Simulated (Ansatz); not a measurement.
Process, species as SMILES: [SiH3][SiH2][SiH]([SiH3])[SiH3] → [SiH3][SiH2][SiH2][SiH2][SiH3] [bis(disilanyl)silane]
Structures are relaxed separately at B3LYP-D3(BJ)/def2-TZVP in Ansatz (a quantum-chemistry and plane-wave program), one conformer each, not searched for the lowest. Frequencies are from Ansatz.

Quantity: isomerisation energy (0 K, with B3LYP-D3(BJ) harmonic zero-point energies), in kcal/mol. Cores are frozen in the correlated levels unless marked. Spin-orbit coupling is left out. No relativistic terms. CBS marks a two-point X^-3 extrapolation of the correlation energy; Hartree-Fock from the larger set.

```tsv
level	program	isomerisation energy (kcal/mol)	minus last row
HF/cc-pV(D+d)Z	Ansatz	0.8	-0.6
B3LYP-D4/def2-TZVPD	Ansatz + dftd4	1.5	0.1
MP2/CBS(cc-pV(T+d)Z,cc-pV(Q+d)Z)	Ansatz	1.9	0.5
SCS-MP2/aug-cc-pV(D+d)Z	Ansatz	1.9	0.5
CCSD/cc-pV(T+d)Z	Ansatz	1.3	-0.1
CCSD(T)/aug-cc-pV(T+d)Z	Ansatz	1.6	0.2
CCSD(T)/CBS(cc-pV(T+d)Z,cc-pV(Q+d)Z)	Ansatz	1.4	0.0
```
